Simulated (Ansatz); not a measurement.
Geometry optimisation of C2H5NOSi, SMILES `CO[SiH]1C=N1`.

```yaml
crystal:
  periodic: [false, false, false]
  atoms:
    - {symbol: C, position_ang: [-1.763033, 0.467089, -0.346482]}
    - {symbol: O, position_ang: [-0.727505, -0.486352, -0.162804]}
    - {symbol: Si, position_ang: [0.898176, -0.122652, -0.200239]}
    - {symbol: C, position_ang: [2.071377, -1.058420, 0.762011]}
    - {symbol: N, position_ang: [1.817234, 0.061430, 1.367898]}
    - {symbol: H, position_ang: [-2.672078, -0.062354, -0.697648]}
    - {symbol: H, position_ang: [-2.006800, 0.985095, 0.607008]}
    - {symbol: H, position_ang: [-1.501961, 1.240463, -1.105019]}
    - {symbol: H, position_ang: [1.236781, 0.820080, -1.303170]}
    - {symbol: H, position_ang: [2.731009, -1.895479, 1.081245]}
basis:
  gaussian: {orbitals: def2-TZVP}
hamiltonian: {xc: pbe0, dispersion: d4}
relax: {f_tol: 0.005, max_steps: 150}
```

```sh
$ ansatz run in.yaml --threads 4 --pin off --events-out ev --progress --plain --max-ram 10444MiB
```

It prints (some lines left out):

```
Functional definition: PBE0
mean field -13561.79857385 eV, -498.3869050717 hartree, gradient 6.5e-5 eV, S^2 0.000000; 0 other end points of the search recorded, 0 dependent functions left out
relax step   1: F+E_penalty+E_count = -13561.96176515 eV  Δ(F+E_penalty+E_count) = +0.000e0 eV  max|allowed force component| = 1.133e0 eV/Å  Δτ_max = 0.0000 Å  (30 SCF iters, accepted)
mean field -13561.86868099 eV, -498.3894814615 hartree, gradient 1.6e-5 eV, S^2 0.000000; 0 other end points of the search recorded, 0 dependent functions left out
relax step   2: F+E_penalty+E_count = -13562.03265100 eV  Δ(F+E_penalty+E_count) = -7.089e-2 eV  max|allowed force component| = 6.663e-1 eV/Å  Δτ_max = 0.0333 Å  (34 SCF iters, accepted)
mean field -13561.89135699 eV, -498.3903147893 hartree, gradient 1.6e-5 eV, S^2 0.000000; 0 other end points of the search recorded, 0 dependent functions left out
relax step   3: F+E_penalty+E_count = -13562.05619386 eV  Δ(F+E_penalty+E_count) = -2.354e-2 eV  max|allowed force component| = 1.405e-1 eV/Å  Δτ_max = 0.0312 Å  (34 SCF iters, accepted)
mean field -13561.89321214 eV, -498.3903829649 hartree, gradient 2.4e-5 eV, S^2 0.000000; 0 other end points of the search recorded, 0 dependent functions left out
relax step   4: F+E_penalty+E_count = -13562.05741720 eV  Δ(F+E_penalty+E_count) = -1.223e-3 eV  max|allowed force component| = 1.764e-1 eV/Å  Δτ_max = 0.0621 Å  (32 SCF iters, accepted)
mean field -13561.89513776 eV, -498.3904537299 hartree, gradient 1.6e-5 eV, S^2 0.000000; 0 other end points of the search recorded, 0 dependent functions left out
relax step   5: F+E_penalty+E_count = -13562.05945858 eV  Δ(F+E_penalty+E_count) = -2.041e-3 eV  max|allowed force component| = 3.257e-2 eV/Å  Δτ_max = 0.0144 Å  (34 SCF iters, accepted)
mean field -13561.89563199 eV, -498.3904718926 hartree, gradient 1.6e-5 eV, S^2 0.000000; 0 other end points of the search recorded, 0 dependent functions left out
relax step   6: F+E_penalty+E_count = -13562.05995081 eV  Δ(F+E_penalty+E_count) = -4.922e-4 eV  max|allowed force component| = 3.711e-2 eV/Å  Δτ_max = 0.0176 Å  (34 SCF iters, accepted)
mean field -13561.89713360 eV, -498.3905270756 hartree, gradient 1.3e-5 eV, S^2 0.000000; 0 other end points of the search recorded, 0 dependent functions left out
relax step   7: F+E_penalty+E_count = -13562.06114513 eV  Δ(F+E_penalty+E_count) = -1.194e-3 eV  max|allowed force component| = 7.643e-2 eV/Å  Δτ_max = 0.0954 Å  (34 SCF iters, accepted)
mean field -13561.89751972 eV, -498.3905412656 hartree, gradient 1.6e-5 eV, S^2 0.000000; 0 other end points of the search recorded, 0 dependent functions left out
relax step   8: F+E_penalty+E_count = -13562.06152642 eV  Δ(F+E_penalty+E_count) = -3.813e-4 eV  max|allowed force component| = 3.061e-2 eV/Å  Δτ_max = 0.0079 Å  (34 SCF iters, accepted)
mean field -13561.89787915 eV, -498.3905544743 hartree, gradient 1.6e-5 eV, S^2 0.000000; 0 other end points of the search recorded, 0 dependent functions left out
relax step   9: F+E_penalty+E_count = -13562.06179889 eV  Δ(F+E_penalty+E_count) = -2.725e-4 eV  max|allowed force component| = 1.537e-2 eV/Å  Δτ_max = 0.0222 Å  (34 SCF iters, accepted)
mean field -13561.89805283 eV, -498.3905608567 hartree, gradient 1.6e-5 eV, S^2 0.000000; 0 other end points of the search recorded, 0 dependent functions left out
relax step  10: F+E_penalty+E_count = -13562.06191191 eV  Δ(F+E_penalty+E_count) = -1.130e-4 eV  max|allowed force component| = 7.436e-3 eV/Å  Δτ_max = 0.0224 Å  (34 SCF iters, accepted)
mean field -13561.89811372 eV, -498.3905630945 hartree, gradient 1.6e-5 eV, S^2 0.000000; 0 other end points of the search recorded, 0 dependent functions left out
relax step  11: F+E_penalty+E_count = -13562.06193517 eV  Δ(F+E_penalty+E_count) = -2.326e-5 eV  max|allowed force component| = 4.225e-3 eV/Å  Δτ_max = 0.0145 Å  (34 SCF iters, accepted)
mean field -13561.89811372 eV, -498.3905630945 hartree, gradient 1.6e-5 eV, S^2 0.000000; 1 other end points of the search recorded, 0 dependent functions left out
Total energy: -13562.06196615 eV, -498.3965845602 hartree
Atom 0 at    -1.757755     0.479335    -0.357785 Å, force     0.000919    -0.000455     0.004225 eV/Å
Atom 1 at    -0.726530    -0.386675     0.066810 Å, force    -0.003389    -0.000177    -0.002152 eV/Å
Atom 2 at     0.863347    -0.091248    -0.088123 Å, force     0.002424     0.002193     0.002875 eV/Å
Atom 3 at     2.075867    -1.084926     0.703139 Å, force     0.002461    -0.002814    -0.004092 eV/Å
Atom 4 at     1.901502     0.024746     1.337043 Å, force    -0.003107     0.002327    -0.001938 eV/Å
Atom 5 at    -2.569743    -0.122641    -0.768830 Å, force     0.001075     0.000013     0.000360 eV/Å
Atom 6 at    -2.137064     1.053479     0.491584 Å, force    -0.000174     0.000230    -0.001835 eV/Å
Atom 7 at    -1.416393     1.177850    -1.130110 Å, force     0.000917    -0.001100    -0.000202 eV/Å
Atom 8 at     1.115607     0.811737    -1.226029 Å, force     0.000460    -0.000685     0.001556 eV/Å
Atom 9 at     2.734361    -1.912758     0.975101 Å, force    -0.001586     0.000469     0.001203 eV/Å
Dipole moment:    -0.300281     0.010311    -0.421990 e Å
```

Hardware: 4 threads of an Arm Neoverse V1 on a shared host. Wall time 34 s, peak host memory 0.45 GiB.
